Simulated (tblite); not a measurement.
Compound: C4H10O2S.
Numbering: `[CH3:1][CH2:2][S:3](=[O:4])(=[O:5])[CH2:6][CH3:7]` (hydrogens: H8, H9, H10 on C1; H11, H12 on C2; H13, H14 on C6; H15, H16, H17 on C7)

Cartesian coordinates in Å at the GFN2-xTB level; atoms count from 1:
```
atom  x, y, z in Å
C1     2.6991    0.0812    0.2209
C2     1.4105   -0.6450   -0.0969
S3     0.0280    0.4470    0.3962
O4     0.0773    0.6280    1.8216
O5     0.0654    1.6271   -0.4240
C6    -1.4840   -0.4971   -0.0151
C7    -2.6723    0.3558    0.3720
H8     2.7344    0.3045    1.2846
H9     2.7279    1.0206   -0.3261
H10    3.5672   -0.5173   -0.0486
H11    1.3020   -1.5629    0.4734
H12    1.2945   -0.8353   -1.1601
H13   -1.4490   -0.6944   -1.0827
H14   -1.4367   -1.4234    0.5503
H15   -2.6267    0.5787    1.4353
H16   -2.6346    1.2946   -0.1756
H17   -3.6102   -0.1501    0.1514
```

Method: GFN2-xTB as coded in tblite; computed harmonic values from a numerical Hessian at the method's own geometry, unscaled. This tight-binding method is rough: wavenumbers can miss measured ones by several per cent, in bad cases by 10 to 20. One conformer, not necessarily the lowest.

Harmonic wavenumbers (cm⁻¹): 52.7, 61.6, 122.4, 179.1, 180.1, 208.3, 279.6, 294.9, 315.4, 453.9, 478.7, 653.0, 691.0, 777.2, 794.1, 945.6, 969.6, 985.1, 1000.6, 1083.1, 1094.6, 1116.9, 1209.1, 1212.5, 1215.3, 1218.5, 1256.5, 1396.4, 1396.8, 1425.1, 1432.0, 1472.1, 1472.6, 1489.4, 1490.2, 3017.0, 3020.5, 3024.3, 3025.1, 3025.7, 3026.8, 3047.9, 3048.8, 3050.1, 3051.0.

A = 4362, B = 1480, C = 1452 MHz; mass 122.040 u (most abundant isotopes); point group C2v, symmetry number 2.

Problem. What is the zero-point energy?

Solution. ½Σν̃ = 30381 cm⁻¹ = 363.43 kJ/mol.

Problem. Give the ideal-gas entropy at 200 K and 1 bar in the rigid-rotor, harmonic-oscillator model (classical rotation).

Solution. Translation 160.47, rotation 106.12, vibration 74.90: S = 341.5 J/(mol K).

Problem. And Cp and H(200 K) − H(0)?

Solution. Cp = 110.98 J/(mol K), of which vibrations give 77.72 (their classical limit is 45 R = 374.2); H(200 K) − H(0) = 14.83 kJ/mol without the zero-point energy, 8.18 from vibrations.

Problem. Blend soft modes into free rotors: weight 1/[1 + (100 cm⁻¹/ν̃)⁴] for the oscillator and the rest for a rotor with moment μB/(μ + B), μ = h/(8π²ν), B = 10⁻⁴⁴ kg m². What vibrational entropy results?

Solution. 69.50 J/(mol K) in place of 74.90, which changes −T·S at 200 K by +1.08 kJ/mol.

Problem. Which modes carry the vibrational entropy at 200 K?

Solution. 52.7 cm⁻¹: 16.43; 61.6 cm⁻¹: 15.15; 122.4 cm⁻¹: 9.64; 179.1 cm⁻¹: 6.76; 180.1 cm⁻¹: 6.72; 208.3 cm⁻¹: 5.69 J/(mol K); the other 39 give 14.52 together.

Problem. How do the functions run with temperature in this model?

Solution. 
| T (K) | S (J/(mol K)) | Cp (J/(mol K)) | H − H(0) (kJ/mol) | G − H(0) (kJ/mol) | ln q(vib) |
| --- | --- | --- | --- | --- | --- |
| 50 | 232.6 | 53.5 | 2.07 | -9.56 | 0.48 |
| 100 | 277.2 | 77.0 | 5.35 | -22.36 | 1.61 |
| 298.15 | 391.8 | 143.7 | 27.30 | -89.52 | 6.45 |
| 373.15 | 426.9 | 169.5 | 39.05 | -120.23 | 8.19 |
| 500 | 482.1 | 208.8 | 63.13 | -177.93 | 11.07 |
| 750 | 578.2 | 265.0 | 122.86 | -310.81 | 16.49 |
| 1000 | 659.9 | 302.5 | 194.09 | -465.84 | 21.53 |

q(vib) and H(0) count from the zero-point level.

Problem. What must be added to the electronic energy to get the Gibbs energy at 200 K and 1 bar?

Solution. ZPE + [H(200 K) − H(0)] − T·S = 363.43 + 14.83 − 68.30 = 309.96 kJ/mol.

Hindered rotation and anharmonicity are outside this model. Other conformers, if any are populated, would add a mixing term that is left out.
